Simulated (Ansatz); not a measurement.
Mulliken charges of `[F][Ge][O][SiH3]` from ωB97M-V/def2-TZVPP in Ansatz (PBE0-D4/def2-TZVP geometry).

| atom | x (Å) | y (Å) | z (Å) | charge (e) |
| --- | --- | --- | --- | --- |
| F1 | 0.890 | -1.600 | 1.603 | -0.389 |
| Ge2 | -0.347 | -2.245 | 0.525 | 0.664 |
| O3 | -0.644 | -0.770 | -0.403 | -0.489 |
| Si4 | -0.078 | 0.784 | -0.427 | 0.323 |
| H5 | -0.796 | 1.505 | -1.507 | -0.038 |
| H6 | -0.342 | 1.454 | 0.871 | -0.036 |
| H7 | 1.380 | 0.803 | -0.708 | -0.036 |

**Question.** By hand: the dipole of these point charges (1 e Å = 4.8032 D).

**Answer.** Σ q r = (-0.294, -0.377, -0.164) e Å, of length 0.505 e Å = 2.43 D.

**Question.** How does the dipole of the full density compare? (Estimate.)

**Answer.** The calculation gave: (-0.195, -0.235, -0.115) e Å, 1.57 D; the point charges give 1.55 times that, at 2° from its direction.

Point charges leave out the atoms' own dipoles, such as those of lone pairs, and Mulliken's split depends on the basis, so the two needn't agree.
